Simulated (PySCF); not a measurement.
**`Cc1ccc(CF)cc1`: 4 charge schemes on one density**

Species: C8H9F.
Numbering: `[CH3:1][c:2]1[cH:3][cH:4][c:5]([CH2:6][F:7])[cH:8][cH:9]1` (hydrogens: H10, H11, H12 on C1; H13 on C3; H14 on C4; H15, H16 on C6; H17 on C8; H18 on C9)

Cartesian coordinates in Å at the GFN2-xTB level; atoms count from 1:
```
atom  x, y, z in Å
C1     2.8813    0.1415    0.3765
C2     1.3962    0.0597    0.1935
C3     0.8457   -0.7190   -0.8150
C4    -0.5241   -0.7817   -1.0001
C5    -1.3743   -0.0624   -0.1743
C6    -2.8679   -0.1096   -0.3432
F7    -3.2481   -0.9317   -1.3731
C8    -0.8313    0.7223    0.8361
C9     0.5371    0.7815    1.0150
H10    3.3627   -0.7812    0.0607
H11    3.1350    0.3353    1.4161
H12    3.2870    0.9553   -0.2256
H13    1.4956   -1.2854   -1.4665
H14   -0.9372   -1.3921   -1.7887
H15   -3.3553   -0.4951    0.5613
H16   -3.2701    0.8854   -0.5720
H17   -1.4869    1.2876    1.4835
H18    0.9460    1.3962    1.8042
```

Density: PBE0/pcSseg-1 (PySCF); schemes: Mulliken, IAO, Hirshfeld and ESP-fitted. One conformer (not necessarily the lowest) at the GFN2-xTB geometry, without solvent, vibrations or thermal averaging.

Task: Which atoms carry the highest charge in the Mulliken, IAO, Hirshfeld and ESP-fitted schemes?

Result: The schemes don't all agree: Mulliken C6 (+0.338); IAO H14 (+0.163); Hirshfeld H17 (+0.049); ESP-fitted C2 (+0.306).

Task: For which atoms does the sign change between the 4 schemes (beyond +0.03 e in one, beyond −0.03 e in another)?

Result: C2 and C5.

Task: Tabulate the Mulliken, IAO, Hirshfeld and ESP-fitted charges.

Result: In e:

```csv
atom,environment,Mulliken,IAO,Hirshfeld,ESP-fitted
C1,benzylic-type carbon,-0.123,-0.426,-0.116,-0.542
C2,substituted aromatic carbon,-0.329,+0.015,+0.008,+0.306
C3,aromatic CH carbon,-0.018,-0.157,-0.053,-0.302
C4,aromatic CH carbon,+0.013,-0.155,-0.057,-0.210
C5,substituted aromatic carbon,-0.395,-0.023,-0.012,+0.170
C6,sp3 C–F carbon,+0.338,+0.041,+0.028,+0.048
F7,alkyl fluorine,-0.335,-0.323,-0.109,-0.234
C8,aromatic CH carbon,-0.024,-0.162,-0.055,-0.304
C9,aromatic CH carbon,-0.020,-0.158,-0.054,-0.238
H10,methyl hydrogen,+0.120,+0.149,+0.047,+0.153
H11,methyl hydrogen,+0.119,+0.148,+0.046,+0.145
H12,methyl hydrogen,+0.137,+0.155,+0.046,+0.155
H13,aromatic hydrogen,+0.069,+0.147,+0.048,+0.181
H14,aromatic hydrogen,+0.075,+0.163,+0.043,+0.170
H15,methylene hydrogen,+0.121,+0.148,+0.047,+0.082
H16,methylene hydrogen,+0.121,+0.148,+0.047,+0.083
H17,aromatic hydrogen,+0.063,+0.145,+0.049,+0.168
H18,aromatic hydrogen,+0.067,+0.146,+0.048,+0.171
```

Mean size of the charges over all atoms: ESP-fitted 0.204 e, IAO 0.156 e, Mulliken 0.138 e, Hirshfeld 0.051 e. Each set sums to the total charge, 0, to within 0.001 e. The Mulliken scheme counts on each atom the diagonal of the density matrix times the overlap matrix over that atom's basis functions. The ESP scheme fits charges at the nuclei, held to the total charge, to the electrostatic potential on points at 1.4 to 2.0 times the van der Waals radii.

Task: How many electrons does the Hirshfeld scheme count on C1?

Result: Z − q = 6 − (-0.116) = 6.116.

Task: How closely do the schemes follow one another over all atoms?

Result: Correlation coefficient and root-mean-square difference: IAO with Hirshfeld 0.99, 0.125 e; IAO with ESP-fitted 0.89, 0.107 e; Hirshfeld with ESP-fitted 0.89, 0.183 e; Mulliken with Hirshfeld 0.57, 0.158 e; Mulliken with IAO 0.54, 0.175 e; Mulliken with ESP-fitted 0.18, 0.268 e.
